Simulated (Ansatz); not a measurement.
Program: Ansatz 0.2.0.

`CC(C)[O][Sn]([Cl])([Cl])[O]C(C)C` at its PBE0-D4/def2-TZVP geometry, where that method's forces vanish. Charge 0, multiplicity 1. Sn takes the def2 core potential.

```csv
atom,x (Å),y (Å),z (Å)
C1,-1.862,-2.550,-1.745
C2,-0.715,-2.098,-0.868
C3,0.469,-1.601,-1.672
O4,-1.219,-1.050,-0.037
Sn5,-0.502,-0.653,1.717
Cl6,1.370,-1.965,2.068
Cl7,-2.075,-1.083,3.324
O8,-0.042,1.213,1.896
C9,0.866,1.823,0.973
C10,1.548,2.952,1.713
C11,0.121,2.298,-0.257
H12,-1.545,-3.366,-2.399
H13,-2.697,-2.896,-1.135
H14,-2.209,-1.721,-2.367
H15,-0.390,-2.944,-0.248
H16,1.287,-1.290,-1.016
H17,0.174,-0.749,-2.289
H18,0.849,-2.388,-2.327
H19,1.635,1.095,0.669
H20,2.264,3.460,1.063
H21,2.077,2.573,2.588
H22,0.804,3.680,2.047
H23,-0.380,1.466,-0.758
H24,0.807,2.764,-0.968
H25,-0.636,3.033,0.027
```

(1) For each bond, give half the difference of the two atoms' forces along it (eV/Å; positive pushes the atoms apart) under PBE-D4, r2SCAN-D4, B3LYP-D4, ωB97M-V in def2-TZVPP. (Estimate.)

Results:

(1) The calculation gave: 
```
   bond  length (Å)  PBE-D4  r2SCAN-D4  B3LYP-D4  ωB97M-V
 C1–H12       1.093    0.10      -0.03     -0.07    -0.08
 C1–H13       1.091    0.09      -0.04     -0.07    -0.07
 C1–H14       1.093    0.10      -0.03     -0.06    -0.06
  C2–C3       1.515   -0.02       0.04      0.12     0.11
 C2–H15       1.098    0.05      -0.10     -0.17    -0.15
 C3–H16       1.093    0.09      -0.03     -0.09    -0.05
 O4–Sn5       1.936    0.29       0.05      0.07    -0.09
 Sn5–O8       1.930    0.32       0.06      0.07    -0.08
 C9–C10       1.512    0.03       0.07      0.10     0.09
 C9–C11       1.515   -0.03       0.04      0.12     0.11
C10–H21       1.091    0.08      -0.04     -0.07    -0.06
C10–H22       1.093    0.10      -0.03     -0.06    -0.06
C11–H24       1.093    0.09      -0.03     -0.06    -0.07
C11–H25       1.093    0.11      -0.03     -0.06    -0.07
```

B3LYP here is the variant with VWN-RPA as its local correlation; programs differ in this.
